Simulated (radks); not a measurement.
Numerical settings for neutral cerium, [Xe] 4f1 5d1 6s2. All-electron calculation, scalar-relativistic Kohn-Sham, BLYP, spin-polarised, spherical densities, point nucleus; open shells are filled with parallel spins first (spin-orbit coupling, left out, can overturn this in heavy ions). Program: a radial shooting solver on a logarithmic mesh with Libxc functionals. The defaults (mesh step 0.008 in ln r, mesh end at 40 bohr or more with all orbitals vanishing there, Anderson mixing 0.5 over 9 steps, residual threshold near 1e-9 with the energy settled to 1e-9 hartree or 1e-11 of itself, here a cap of 78 iterations) give E = -8861.2142 hartree and 5d at -3.088 eV in 14 iterations. Run on one thread of a shared host, so times are rough (Arm Neoverse N1): 0.38 s of CPU time, 0.38 s wall, 14 iterations on 2728 mesh points. Changes against that run (0 stands for a change within the tolerance of the run):

setting                     iterations         converged  E (mhartree)  e(5d) (meV)  CPU (s)
mesh step in ln r 0.08               4                no      diverged            -     0.03
mesh step in ln r 0.2                4                no      diverged            -     0.02
mesh step in ln r 0.03              14               yes      +0.00635            0     0.13
mesh end (bohr) 20                  14               yes             0      +0.0446     0.36
mesh end (bohr) 2                   13  level above zero     +3.01e+04    +1.14e+05     0.44
residual threshold 0.1              10               yes             0       -0.103      0.3
residual threshold 1e-16            78                no             0            0     0.97
mixing 1.5                          18               yes             0            0      0.5
linear mixing, mixing 0.05          78                no         +1.69          -40      1.7
linear mixing, mixing 0.5           30               yes             0            0     0.64
mixing history 3                    17               yes             0            0     0.42
iteration cap 5                      5                no        +0.181        -30.2     0.16

Settled on a wrong energy, with an occupied level pushed above zero by the early mesh end: mesh end (bohr) 2 (+30.1 hartree). Apart from these: no run marked as converged misses the energy by more than 1 mhartree. A mesh that ends early acts as a hard wall.
